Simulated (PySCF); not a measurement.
## Magnetisability: `InChI=1S/C7H8FN/c1-2-3-4-7(5-8)6-9/h2,4H,1,3,5H2/b7-4-`

Geometry (Å), atoms numbered from 1 in this order:
```xyz
17

C    -2.704    0.748    0.756
C    -1.893    0.765   -0.283
C    -1.009   -0.388   -0.671
C     0.421    0.029   -0.583
C     1.275   -0.400    0.351
C     0.885   -1.328    1.344
N     0.578   -2.076    2.157
C     2.712    0.043    0.449
F     3.035    0.913   -0.557
H    -2.785   -0.114    1.398
H    -3.326    1.590    1.005
H    -1.816    1.641   -0.913
H    -1.233   -0.672   -1.704
H    -1.201   -1.240   -0.017
H     0.764    0.752   -1.311
H     2.897    0.562    1.398
H     3.391   -0.815    0.365
```

The calculation used PySCF 2.14.0, GIAO PBE/pcSseg-1 magnetisability, rotational g tensor and spin-rotation constants, non-relativistic, gas phase. Geometry: GFN2-xTB.

Question: How diamagnetic is it, and how anisotropic?

Answer: Isotropic -1160 × 10⁻³⁰ J/T², or -69.8 × 10⁻⁶ cm³/mol; principal values -1250, -1131, -1098 × 10⁻³⁰ J/T², anisotropy 138 × 10⁻³⁰ J/T² (root of half the summed squared differences of the principal values). The susceptibility is in cgs units.

Question: Split it along the inertial axes a, b, c into diamagnetic and paramagnetic parts about the centre of mass, with the quadrupole moment.

Answer: 
```tsv
axis	χ (10⁻⁶ cm³/mol)	diamagnetic (10⁻⁶ cm³/mol)	paramagnetic (10⁻⁶ cm³/mol)	summed x² of all electrons (Å²)	quadrupole Θ (D Å)
a	-67.9	-636.8	568.9	263.3	+7.35
b	-66.4	-1256.0	1189.6	117.3	-11.97
c	-75.2	-1614.9	1539.7	32.7	+4.62
```
Anisotropies 2χaa − χbb − χcc = +5.7 and 2χbb − χaa − χcc = +10.4 × 10⁻⁶ cm³/mol. Θ is traceless in Buckingham's convention.

Question: And the rotational g tensor?

Answer: 
| axis | rotational constant (GHz) | g | nuclear part | electronic part |
| --- | --- | --- | --- | --- |
| a | 2.1552 | -0.0345 | 0.5415 | -0.5760 |
| b | 1.0202 | -0.0116 | 0.5585 | -0.5701 |
| c | 0.7636 | -0.0090 | 0.5433 | -0.5524 |

Asymmetric top; isotopes 12C, 19F, 1H, 14N; no vibrational averaging.
